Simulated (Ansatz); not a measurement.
Start from `[F][GaH][Cl]` and change one atom or group to get `[CH3][GaH][Cl]`.

Ansatz, PBE0-D4/def2-TZVP geometries, multiplicity 1. 

Scalar relativity is left out up to krypton.

| property | `[F][GaH][Cl]` |
| --- | --- |
| HOMO–LUMO gap (B3LYP/def2-TZVPP) / eV | 7.23 |
| HOMO energy (PBE/def2-TZVPP) / eV | -7.92 |
| LUMO energy (PBE0/def2-TZVPP) / eV | -1.55 |
| size of the dipole moment (ωB97M-V/def2-TZVPP) / D | 2.12 |
| HOMO–LUMO gap (ωB97M-V/def2-TZVPP) / eV | 11.81 |
| HOMO energy (ωB97M-V/def2-TZVPP) / eV | -11.63 |

Problem. Give the same properties after the change, and the shifts. (Best estimate.)

Solution. The calculation gave: 
```csv
property,`[CH3][GaH][Cl]`,shift
HOMO–LUMO gap (B3LYP/def2-TZVPP) / eV,6.26,-0.97
HOMO energy (PBE/def2-TZVPP) / eV,-6.82,1.10
LUMO energy (PBE0/def2-TZVPP) / eV,-1.34,0.21
size of the dipole moment (ωB97M-V/def2-TZVPP) / D,2.53,0.41
HOMO–LUMO gap (ωB97M-V/def2-TZVPP) / eV,10.68,-1.13
HOMO energy (ωB97M-V/def2-TZVPP) / eV,-10.32,1.31
```

With PBE0 the HOMO rises by 1.24 eV and the LUMO rises by 0.21 eV, so the gap narrows by about 1.03 eV. PBE moves the HOMO by 1.10 eV and ωB97M-V by 1.31 eV. Dipoles are sizes alone; their direction can turn.

B3LYP here is the variant with VWN-RPA as its local correlation; programs differ in this.
